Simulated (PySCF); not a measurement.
Gas-phase reaction: 2 Ba + Cl2 = 2 BaCl

Method: PySCF energies plus ideal-gas RRHO corrections (1 bar). Table values come from the NASA 1993 polynomials. † marks an energy on the PBE0/def2-TZVP geometry and frequencies; other levels use their own. MP2 and CCSD(T) freeze the core. Open shells (unrestricted): BaCl (multiplicity 2); the rest are closed-shell singlets. Ba: scalar-relativistic def2 core potential, no spin-orbit coupling. MP2 isn't extrapolated to the basis-set limit; its ΔH°(298 K) is -622.5 kJ in def2-SVP and -651.3 kJ in def2-TZVPP. CCSD(T) isn't extrapolated to the basis-set limit; its ΔH°(298 K) is -589.0 kJ in def2-SVP and -623.5 kJ in def2-TZVPP. The harmonic model lacks anharmonicity and excited electronic states, which grow with temperature; levels with a mode under 35 cm⁻¹ are left out. The table's entry may be an old estimate for BaCl (not checked at source).

| level | ΔH°(298 K), kJ | minus table | ΔG°(2500 K), kJ |
|---|---|---|---|
| table | -642.7 | - | -514.7 |
| CCSD(T)/def2-TZVPP† | -623.5 | 19.2 | -498.0 |
| MP2/def2-TZVPP† | -651.3 | -8.6 | -525.8 |
| PBE/def2-TZVP† | -635.1 | 7.6 | -509.6 |
| PBE0/def2-TZVP | -653.5 | -10.8 | -528.0 |
| r2SCAN/def2-TZVP† | -712.4 | -69.7 | -586.9 |
